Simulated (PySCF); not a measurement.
C₄H₁₀Si₂, SMILES [SiH2]([SiH2]CC)C#C.

Geometry: B3LYP-D3(BJ)/def2-SVP. The structure was generated by enumeration, and PubChem lists no compound with its InChIKey, so it may never have been made. The values are those of a single conformer.

Calculation: B3LYP-D3(BJ)/def2-SVP (PySCF).

Frequencies are harmonic and unscaled.

Computed vibrational spectrum:
| mode | ν (cm⁻¹) | IR (km/mol) | moving atoms (share of kinetic energy) |
|---|---|---|---|
| 1 | 33 | 0.0 | C 61 %, H 25 %, Si 14 % |
| 2 | 75 | 0.1 | C 55 %, H 36 %, Si 9 % |
| 3 | 79 | 0.1 | C 36 %, Si 33 %, H 31 % |
| 4 | 147 | 0.4 | H 38 %, C 32 %, Si 30 % |
| 5 | 223 | 0.1 | H 77 %, C 19 % |
| 6 | 240 | 4.7 | C 66 %, H 33 % |
| 7 | 265 | 4.2 | C 48 %, H 41 %, Si 11 % |
| 8 | 320 | 17.1 | C 55 %, H 30 %, Si 15 % |
| 9 | 400 | 23.9 | H 65 %, Si 26 %, C 10 % |
| 10 | 419 | 10.1 | Si 67 %, H 25 % |
| 11 | 544 | 2.9 | H 63 %, Si 30 % |
| 12 | 623 | 31.4 | H 38 %, C 37 %, Si 26 % |
| 13 | 633 | 3.0 | H 44 %, C 32 %, Si 24 % |
| 14 | 641 | 3.3 | H 56 %, C 28 %, Si 16 % |
| 15 | 716 | 27.5 | H 79 %, C 13 %, Si 9 % |
| 16 | 728 | 23.6 | H 75 %, C 25 % |
| 17 | 743 | 35.3 | H 78 %, C 21 % |
| 18 | 746 | 25.6 | H 82 %, C 14 % |
| 19 | 784 | 359.5 | H 87 %, Si 9 % |
| 20 | 817 | 47.4 | H 81 %, Si 14 % |
| 21 | 932 | 65.5 | H 96 % |
| 22 | 944 | 116.1 | H 96 % |
| 23 | 980 | 4.2 | H 72 %, C 27 % |
| 24 | 989 | 16.7 | H 80 %, C 18 % |
| 25 | 1050 | 7.4 | C 61 %, H 38 % |
| 26 | 1249 | 4.5 | H 76 %, C 24 % |
| 27 | 1255 | 0.3 | H 66 %, C 33 % |
| 28 | 1400 | 2.0 | H 82 %, C 18 % |
| 29 | 1433 | 5.0 | H 91 %, C 9 % |
| 30 | 1473 | 2.1 | H 96 % |
| 31 | 1481 | 4.8 | H 97 % |
| 32 | 2142 | 24.3 | C 90 %, H 10 % |
| 33 | 2192 | 97.6 | H 97 % |
| 34 | 2202 | 44.9 | H 96 % |
| 35 | 2211 | 132.3 | H 97 % |
| 36 | 2216 | 129.5 | H 96 % |
| 37 | 3022 | 25.3 | H 97 % |
| 38 | 3031 | 10.2 | H 95 % |
| 39 | 3077 | 1.0 | H 91 %, C 9 % |
| 40 | 3100 | 23.8 | H 91 %, C 9 % |
| 41 | 3105 | 25.9 | H 91 %, C 9 % |
| 42 | 3456 | 55.5 | H 86 %, C 14 % |
